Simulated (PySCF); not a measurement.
C₄H₂BrCl, SMILES C#C/C(Br)=C\Cl.

Coordinates come from a ωB97X-D3(BJ)/def2-SVP optimisation. The structure was generated by enumeration; whether it is a known compound was not checked.

Two levels are set side by side: PBE/def2-TZVP (PySCF) and HF/def2-TZVP (PySCF). Same geometry, gas phase. Differences are taken from unrounded values.

```json
[
 {"quantity": "orbital gap (eV)", "HF": "11.49", "PBE": "3.60", "PBE minus HF": "-7.89"},
 {"quantity": "highest occupied level (eV)", "HF": "-9.46", "PBE": "-6.05", "PBE minus HF": "3.41"},
 {"quantity": "lowest empty level (eV)", "HF": "2.03", "PBE": "-2.45", "PBE minus HF": "-4.48"},
 {"quantity": "dipole moment (D)", "HF": "0.29", "PBE": "0.32", "PBE minus HF": "0.02"},
 {"quantity": "mean polarisability (bohr³)", "HF": "77.3", "PBE": "82.7", "PBE minus HF": "5.4"}
]
```

Without exact exchange PBE keeps part of each electron's self-repulsion, which lifts occupied levels and narrows the gap. Loosely held outer electrons make PBE densities more polarisable. Differences between two approximate levels are no errors against the true value.

Rough cost on one machine, each run with all the roots and properties that it gave: HF against PBE about 1/2.
